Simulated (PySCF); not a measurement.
Species: WH5, charge 1, multiplicity 1. The spin state was set by rule; other spins were not relaxed. 
Geometry from a B3LYP-D3(BJ)/def2-TZVP (Ansatz) optimisation:
```
W
H 1 1.6522
H 2 1.6089 1 61.74
H 2 1.6089 3 123.47 1 0.00
H 1 1.6957 2 120.17 3 -90.00
H 1 1.6957 2 120.17 3 90.00
```
Charge +1, spin multiplicity 1.

Dispersion corrections to the total energy (kcal/mol) from the dftd3 and dftd4 libraries through PySCF: D3(BJ) without and D4 with the three-body term, each with the damping fitted for the functional named.

| functional | D3(BJ) | D4 |
|---|---|---|
| CAM-B3LYP | (withheld) | -1.05 |
| r2SCAN | -0.45 | (withheld) |
| HSE06 | -1.24 | -0.97 |
| BHLYP | (withheld) | -1.64 |
| TPSS | -2.29 | -1.69 |
| PW6B95 | -1.04 | -1.23 |
| B2GP-PLYP | -1.78 | -0.51 |

**Question.** Complete the blanks.

**Answer.** 
- CAM-B3LYP, D3(BJ): -1.50
- r2SCAN, D4: -0.27
- BHLYP, D3(BJ): -2.91
